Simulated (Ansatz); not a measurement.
Cost and result for the atomization energy of `CO[Si](C)(N)F` (14 atoms, 13 bonds).

Cartesian coordinates in Å:
```
C -0.522 -1.986 0.231
O -0.815 -0.940 -0.665
Si -0.324 0.604 -0.477
C 1.504 0.847 -0.608
N -0.871 1.183 1.027
F -1.006 1.339 -1.721
H -0.640 -1.672 1.273
H -1.209 -2.810 0.033
H 0.502 -2.350 0.090
H 1.775 1.899 -0.489
H 2.036 0.272 0.154
H 1.858 0.523 -1.590
H -1.840 1.101 1.290
H -0.447 1.991 1.451
```

Total charge 0; spin multiplicity 1. The structure was optimised at the PBE0-D4/def2-TZVP level. It is one conformer, not always the lowest. Program: Ansatz. All runs use 2 threads of an AMD EPYC 7R13 on a shared host and a share of an NVIDIA H100 80 GB. Times are those of one run each, without the atoms' runs, and a repeat can differ threefold. Electronic energies, without spin–orbit coupling; frozen cores. CCSD(T)/CBS adds CCSD(T) − MP2 in def2-TZVPP to the MP2 limit, and its time is that of the two runs behind it. T1 = 0.011. B3LYP takes the VWN-RPA correlation (the form of Gaussian; ORCA's B3LYP/G).

CCSD(T)/CBS is a level of theory with its own doubt, some kJ/mol a heavy atom from the limit and from the frozen cores, so smaller differences don't rank the functionals.

```tsv
level	functions	wall time
PBE0-D4/def2-TZVPP	309	14 s
B2PLYP/def2-TZVPP	309	14 s
r2SCAN-D4/def2-TZVPP (with forces)	309	15 s
B3LYP-D4/def2-TZVPP (with forces)	309	15 s
ωB97M-V/def2-TZVPP (with forces)	309	15 s
PBE-D4/def2-TZVPP (with forces)	309	16 s
ωB97X-V/def2-TZVPP	309	16 s
CCSD(T)/def2-TZVPP	309	18 s
MP2/def2-QZVPP	595	23 s
CCSD(T)/CBS(def2)	–	41 s
```

(1) What atomization energy does each give, and how far from CCSD(T)/CBS? (Best estimate.)

Answers

(1) Computed: 
| level | atomization (kcal/mol) | difference from CCSD(T)/CBS | per bond |
| --- | --- | --- | --- |
| PBE0-D4/def2-TZVPP | 1310.3 | -7.6 | -0.6 |
| B2PLYP/def2-TZVPP | 1302.0 | -15.9 | -1.2 |
| r2SCAN-D4/def2-TZVPP (with forces) | 1314.5 | -3.4 | -0.3 |
| B3LYP-D4/def2-TZVPP (with forces) | 1314.6 | -3.3 | -0.3 |
| ωB97M-V/def2-TZVPP (with forces) | 1319.7 | 1.8 | 0.1 |
| PBE-D4/def2-TZVPP (with forces) | 1332.8 | 14.9 | 1.1 |
| ωB97X-V/def2-TZVPP | 1318.4 | 0.5 | 0.0 |
| CCSD(T)/def2-TZVPP | 1281.6 | -36.3 | -2.8 |
| MP2/def2-QZVPP | 1325.7 | 7.8 | 0.6 |
| CCSD(T)/CBS(def2) | 1317.9 | 0.0 | 0.0 |

From PBE to PBE0 (25 % exact exchange), in def2-TZVPP and without D4, the atomization energy moves by −21.5 kcal/mol: exact exchange takes away binding that semilocal exchange gives to molecules. In def2-TZVPP, CCSD(T) changes the Hartree–Fock value by +320.4 kcal/mol (the triples alone add +17.1 kcal/mol) and MP2 by +342.6 kcal/mol; breaking electron pairs costs correlation energy, which Hartree–Fock lacks. The D4 term adds +11.0 kcal/mol with B3LYP and +5.9 kcal/mol with PBE0; it sums over pairs of atoms, weighted by their polarisabilities, and B3LYP, whose exchange is more repulsive, gets the larger term.
